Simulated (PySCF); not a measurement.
An unknown shows these calculated signals:

¹H NMR (300 MHz, computed): δ 12.65 (br s, 1H), 8.58 (d, 1H), 8.27 (d, 1H), 6.37 (m, 1H), 6.18 (m, 1H), 6.18 (m, 1H), 5.99 (m, 1H), 5.92 (m, 1H), 2.62 (m, 1H), 2.42 (m, 1H).

¹³C{¹H} NMR (computed): δ 164.2 (CH), 159.0 (CH), 143.9 (CH), 133.5 (CH), 131.3 (CH), 128.8 (CH), 65.0 (CH), 31.5 (CH2).

Computed data (PySCF 2.14.0 with density-fitted response routines): shielding tensors at PBE0/pcSseg-1 (GIAO), geometry: GFN2-xTB. A single conformation, no relativistic terms, in vacuum.

Shifts are taken against calculated references (same method and geometry level): TMS for ¹H (σ = 31.72 ppm), ¹³C (σ = 186.93 ppm).

Which of these does the molecule contain: an NH or NH2 group, a C≡C triple bond, an ester, a non-aromatic C=C double bond, a three-membered ring?

Results:


- An NH or NH2 group: yes (δH 12.65 (br s)).
- A C≡C triple bond: no.
- An ester: no.
- A non-aromatic C=C double bond: yes.
- A three-membered ring: no.

The data belong to `[H]/N=C/C=N\[C@H]1C=CC=CC1`, C₈H₁₀N₂; they needn't prove each group on their own.

Carbon signals by region: 1 in the far downfield region (above 160 ppm), 5 in the sp2 and nitrile region (100–160 ppm), 1 at 50–100 ppm, 1 below 50 ppm. Above 160 ppm: 164.2, C=N carbon.

The OH or NH signal is concentration- and solvent-dependent in practice; the value given is the gas-phase one. Shifts are as computed. Against solution values, carbons near 30 ppm lie about +3 ppm off and those near 130 ppm about +5 ppm. Of 1211 compounds with measured shifts, 218 miss one by over three times the rms of a fit or turn the order of signals round; such compounds aren't used in these exercises. Multiplicities follow the n + 1 count of equivalent neighbours, as no J values were calculated; m marks all less simple cases, F and P coupling included.
